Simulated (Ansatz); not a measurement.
`C[Si](F)(S)Cl` + `CC(C)(F)C=O` → `C[Si](S)(Cl)C=O` + `CC(C)(F)F`  (formal exchange of groups at the Si–F bond)

Program: Ansatz. Geometries: PBE0-D4/def2-TZVP. ΔE: electronic, gas phase. CCSD(T)/CBS is the MP2 limit (def2-TZVPP, def2-QZVPP) plus CCSD(T) − MP2 in def2-TZVPP, frozen cores. Functionals use def2-TZVPP. B3LYP here is the variant with VWN-RPA as its local correlation; programs differ in this. Each species was taken in one conformer, which may not be the lowest.

```json
{"level": "PBE-D4", "ΔE (kJ/mol)": "165.8", "difference from CCSD(T)/CBS": "-21.2"}
{"level": "r2SCAN-D4", "ΔE (kJ/mol)": "178.0", "difference from CCSD(T)/CBS": "-9.0"}
{"level": "PBE0-D4", "ΔE (kJ/mol)": "173.9", "difference from CCSD(T)/CBS": "-13.1"}
{"level": "B3LYP-D4", "ΔE (kJ/mol)": "176.8", "difference from CCSD(T)/CBS": "-10.2"}
{"level": "ωB97X-V", "ΔE (kJ/mol)": "179.0", "difference from CCSD(T)/CBS": "-8.0"}
{"level": "ωB97M-V", "ΔE (kJ/mol)": "180.9", "difference from CCSD(T)/CBS": "-6.1"}
{"level": "B2PLYP", "ΔE (kJ/mol)": "183.2", "difference from CCSD(T)/CBS": "-3.8"}
{"level": "PBE", "ΔE (kJ/mol)": "165.7", "difference from CCSD(T)/CBS": "-21.3"}
{"level": "r2SCAN", "ΔE (kJ/mol)": "178.2", "difference from CCSD(T)/CBS": "-8.8"}
{"level": "PBE0", "ΔE (kJ/mol)": "174.0", "difference from CCSD(T)/CBS": "-13.0"}
{"level": "B3LYP", "ΔE (kJ/mol)": "176.5", "difference from CCSD(T)/CBS": "-10.5"}
{"level": "HF/def2-TZVPP", "ΔE (kJ/mol)": "186.7", "difference from CCSD(T)/CBS": "-0.3"}
{"level": "MP2/def2-TZVPP", "ΔE (kJ/mol)": "193.0", "difference from CCSD(T)/CBS": "6.0"}
{"level": "SCS-MP2/def2-TZVPP", "ΔE (kJ/mol)": "189.1", "difference from CCSD(T)/CBS": "2.1"}
{"level": "CCSD/def2-TZVPP", "ΔE (kJ/mol)": "186.2", "difference from CCSD(T)/CBS": "-0.8"}
{"level": "CCSD(T)/def2-TZVPP", "ΔE (kJ/mol)": "184.4", "difference from CCSD(T)/CBS": "-2.6"}
{"level": "HF/def2-QZVPP", "ΔE (kJ/mol)": "188.6", "difference from CCSD(T)/CBS": "1.6"}
{"level": "MP2/def2-QZVPP", "ΔE (kJ/mol)": "195.2", "difference from CCSD(T)/CBS": "8.2"}
{"level": "SCS-MP2/def2-QZVPP", "ΔE (kJ/mol)": "191.4", "difference from CCSD(T)/CBS": "4.4"}
{"level": "HF/CBS(def2)", "ΔE (kJ/mol)": "188.9", "difference from CCSD(T)/CBS": "1.9"}
{"level": "MP2/CBS(def2)", "ΔE (kJ/mol)": "195.7", "difference from CCSD(T)/CBS": "8.7"}
{"level": "CCSD/CBS(def2)", "ΔE (kJ/mol)": "188.9", "difference from CCSD(T)/CBS": "1.9"}
{"level": "CCSD(T)/CBS", "ΔE (kJ/mol)": "187.0", "difference from CCSD(T)/CBS": "0"}
```

Largest T1 diagnostic among the species: 0.013.

From PBE to PBE0 (25 % exact exchange), in def2-TZVPP and without D4, ΔE moves by +8.3 kJ/mol.
